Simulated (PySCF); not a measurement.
Isomers of C7H11OPSi, one GFN2-xTB conformer each. Single-point energies are computed at PBE0/pcSseg-1 (PySCF, gas phase, no added dispersion term), electronic only.

Task: Rank them by PBE0/pcSseg-1 energy, lowest first (kJ/mol).
A. `[CH2:1]=[CH:2][C:3]1=[CH:4][C:5]([CH3:6])=[C:7]([SiH3:8])[P@@H:9]1=[O:10]` with C1–C2–C3–C4 -173°
B. `[CH:1]#[C:2][C:3]#[C:4][CH2:5][CH2:6][Si@@H:7]([PH2:8])[O:9][CH3:10]` with C4–C5–C6–Si7 180°, C5–C6–Si7–P8 56°, C6–Si7–P8–H -75° and -168°, C6–Si7–O9–C10 -164°

Result: A (0.0), B (156.9).

As drawn, the lower has a P=O bond and a C=C bond outside aromatic rings, which the higher lacks; the higher has a C≡C bond and an Si–O bond, which the lower lacks. GFN2-xTB itself gives, in the same order: 0.0, 233.8. Both levels put the same isomer lowest.

Task: Which frontier levels, dipoles and rotational constants go with these structures?

Result: 
```csv
SMILES,"HOMO (eV, PBE0/pcSseg-1)",LUMO (eV),dipole (D),"A, B, C (MHz)"
C=CC1=CC(C)=C([SiH3])[P@@H]1=O,-6.68,-2.42,4.52,"1617, 746.2, 532.1"
C#CC#CCC[Si@@H](P)OC,-7.16,-0.48,2.31,"2203, 308.9, 282.3"
```
